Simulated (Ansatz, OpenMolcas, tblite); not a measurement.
**A ladder of methods for InF (SMILES [F][In])**

The species is InF (2 atoms), meant as a singlet with charge 0. As SMILES, `[F][In]`. Geometry: relaxed at PBE0-D4/def2-TZVP.

```xyz
2

F     0.0000    0.0000    0.0159
In    0.0000    0.0000    2.0096
```

Quantity: the vertical energy of the triplet above the singlet, in eV. The values are calculated.

```csv
level,kind,program,value (eV),less CCSD(T)/def2-TZVPP
IPEA1-xTB,semi-empirical,tblite,6.94,+3.14
HF/def2-TZVPP (core potential),Hartree–Fock,OpenMolcas,2.79,-1.01
SVWN5/def2-TZVPP (core potential),LDA,OpenMolcas,4.09,+0.29
PBE/def2-TZVPP (core potential),GGA,OpenMolcas,3.85,+0.05
M06-L/def2-TZVPP (core potential),meta-GGA,OpenMolcas,4.10,+0.30
PBE0/def2-TZVPP (core potential),global hybrid,OpenMolcas,3.72,-0.08
"CCSD(T)/def2-TZVPP (core potential), open shells restricted",coupled cluster or CI,OpenMolcas,3.80,0.00
FCI/STO-3G,exact in the basis,Ansatz,2.86,-0.94
```

CCSD(T)/def2-TZVPP (core potential), open shells restricted is the highest level here, not the true value. All-electron rows without a relativistic Hamiltonian named are non-relativistic, while core potentials hold scalar relativity, so basis and relativity change together. Spin-orbit coupling, which can split open shells on such heavy atoms by tenths of an eV, is left out. The values span 2.79 to 6.94 eV. High-level rows in very small sets aren't better than simpler rows in larger ones. In the correlated wave-function rows the outer d shell of In is correlated, in sets not made for it.
